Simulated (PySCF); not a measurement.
Species: C7H15OPS.
Atom-mapped SMILES: `[CH2:1]=[CH:2][CH2:3][P@:4](=[O:5])([CH2:6][CH3:7])[CH2:8][S:9][CH3:10]` (hydrogens: H11, H12 on C1; H13 on C2; H14, H15 on C3; H16, H17 on C6; H18, H19, H20 on C7; H21, H22 on C8; H23, H24, H25 on C10)

Computed by this run: PySCF, PBE0-D3(BJ)/def2-SVP geometry optimisation, gas phase; density fitting, grid level 1; the optimiser is geomeTRIC in internal coordinates, started from a GFN2-xTB structure with every atom displaced at random (about 0.01 Å).

Step 0: E = -29643.8723 eV
```
atom  x, y, z in Å  |  force x, y, z in eV/Å
C1     -3.2137   -1.4289    0.6424   -3.069   1.143  -0.299
C2     -1.9688   -1.7662    0.6272    2.000  -0.325  -1.010
C3     -1.0357   -1.4871   -0.4934    1.251   0.037   1.118
P4      0.3702   -0.4330    0.2132   -2.651   1.475  -2.790
O5      1.0688   -1.1056    1.2914    1.782  -1.579   2.518
C6     -0.4265    1.1515    0.7462    0.867  -0.297  -0.293
C7     -1.1325    1.9338   -0.3304   -1.068  -0.144   0.892
C8      1.4116   -0.0389   -1.2547   -0.110   0.118   0.230
S9      2.4931    1.3595   -0.8532    0.099   0.118  -0.255
C10     3.6840    0.5215    0.2196   -0.027   0.386  -0.801
H11    -3.6985   -0.9047   -0.1923    0.135  -0.071  -0.054
H12    -3.8702   -1.6061    1.4841   -0.132  -0.194   0.420
H13    -1.5498   -2.2531    1.4710    0.637  -0.650   1.056
H14    -1.5211   -1.0005   -1.3234   -0.305   0.303  -0.676
H15    -0.5368   -2.4199   -0.8168   -0.029   0.132  -0.120
H16     0.3945    1.7453    1.1883   -0.049  -0.141  -0.042
H17    -1.0966    0.8847    1.5630   -0.246  -0.212   0.273
H18    -1.5799    2.8463    0.1023    0.023  -0.086  -0.129
H19    -1.9496    1.3439   -0.7662   -0.117   0.031  -0.110
H20    -0.4746    2.2359   -1.1117    0.831   0.373  -0.942
H21     0.7819    0.2529   -2.1185    0.197  -0.098   0.168
H22     2.0109   -0.9358   -1.5101   -0.186   0.157  -0.048
H23     4.3309    1.3085    0.6055    0.198   0.132   0.239
H24     4.2734   -0.1680   -0.3864    0.255  -0.239  -0.057
H25     3.1658   -0.0054    1.0009   -0.287  -0.370   0.711
```

Step 1: E = -29644.1935 eV
```
atom  x, y, z in Å  |  force x, y, z in eV/Å
C1     -3.2604   -1.4774    0.6384    0.373  -0.080  -0.082
C2     -1.9593   -1.7926    0.6316   -0.197  -0.017   0.301
C3     -0.9906   -1.4458   -0.4458    0.002   0.169  -0.159
P4      0.3378   -0.3637    0.2384    0.098  -0.138   0.280
O5      1.0779   -1.0361    1.3678   -0.118   0.208  -0.259
C6     -0.4644    1.1953    0.7243   -0.118  -0.088   0.074
C7     -1.2150    1.9480   -0.3601    0.155   0.074  -0.210
C8      1.3954    0.0431   -1.2025    0.091  -0.166  -0.065
S9      2.6192    1.3365   -0.8665   -0.090  -0.018   0.040
C10     3.7757    0.4292    0.1865   -0.049  -0.068   0.068
H11    -3.7258   -0.9686   -0.2087   -0.066   0.063  -0.060
H12    -3.8978   -1.7296    1.4858   -0.066  -0.037   0.062
H13    -1.5231   -2.2974    1.5077   -0.046   0.057  -0.152
H14    -1.4857   -0.9617   -1.3092    0.090  -0.089   0.115
H15    -0.4608   -2.3460   -0.8042   -0.003   0.016  -0.010
H16     0.3464    1.8053    1.1500    0.043   0.015   0.019
H17    -1.1325    0.9174    1.5595    0.074   0.021  -0.052
H18    -1.6759    2.8584    0.0478   -0.023   0.028   0.024
H19    -2.0215    1.3443   -0.8018   -0.023  -0.017  -0.002
H20    -0.5410    2.2698   -1.1773   -0.112  -0.067   0.152
H21     0.7764    0.3982   -2.0411    0.016  -0.007  -0.015
H22     1.8971   -0.8907   -1.5197   -0.061   0.103  -0.019
H23     4.4611    1.1784    0.6050    0.019  -0.003   0.017
H24     4.3547   -0.2937   -0.4064    0.021  -0.020  -0.008
H25     3.2429   -0.0899    0.9990   -0.009   0.061  -0.061
```

Question: Estimate the geometry and energy of step 2. (The exact step hangs on the optimiser's Hessian estimate; all steps are aligned on step 1, rigid shifts and turns removed.)

Answer: E = -29644.2024 eV, largest force 0.143 eV/Å
```
atom  x, y, z in Å  |  force x, y, z in eV/Å
C1     -3.2233   -1.4860    0.6440   -0.002  -0.070   0.099
C2     -1.9243   -1.7944    0.6492   -0.103   0.065  -0.074
C3     -0.9733   -1.4336   -0.4416    0.103   0.021   0.037
P4      0.3537   -0.3463    0.2205   -0.013  -0.055   0.034
O5      1.1185   -1.0031    1.3377   -0.081   0.055  -0.043
C6     -0.4465    1.2099    0.7143   -0.021  -0.014   0.006
C7     -1.2182    1.9569   -0.3608    0.024   0.024  -0.040
C8      1.3904    0.0469   -1.2378   -0.011  -0.048  -0.029
S9      2.6158    1.3285   -0.8849    0.025   0.019   0.005
C10     3.7118    0.4009    0.2149    0.069   0.026   0.053
H11    -3.6941   -0.9651   -0.1968    0.030  -0.013   0.000
H12    -3.8674   -1.7588    1.4834   -0.028   0.017   0.005
H13    -1.4827   -2.3048    1.5139   -0.015   0.001  -0.042
H14    -1.4803   -0.9566   -1.2960    0.006  -0.014   0.020
H15    -0.4407   -2.3280   -0.8091    0.005  -0.002  -0.014
H16     0.3723    1.8234    1.1232    0.000   0.000  -0.005
H17    -1.0943    0.9332    1.5623    0.010  -0.001   0.003
H18    -1.6751    2.8681    0.0533   -0.004  -0.007   0.003
H19    -2.0315    1.3485   -0.7850   -0.002   0.000   0.007
H20    -0.5615    2.2746   -1.1862   -0.007  -0.014   0.022
H21     0.7723    0.4050   -2.0758   -0.003   0.012   0.013
H22     1.8858   -0.8849   -1.5588   -0.009  -0.003  -0.026
H23     4.4044    1.1323    0.6539    0.014  -0.002  -0.009
H24     4.2901   -0.3473   -0.3480   -0.001   0.005  -0.009
H25     3.1288   -0.0885    1.0084    0.014   0.000  -0.015
```

The energy changes by -0.0089 eV. The first-order estimate −F·Δx gives -0.0242 eV and the mean of the old and new forces, exact on a quadratic surface, -0.0068 eV. The step makes an angle of 84° with the force vector and moves no atom by more than 0.115 Å.

What follows is the cost of the whole optimisation. The run took 6.3 min wall on one thread of an Arm Neoverse N1 (shared host), and the process peaked at 0.95 GiB of memory.
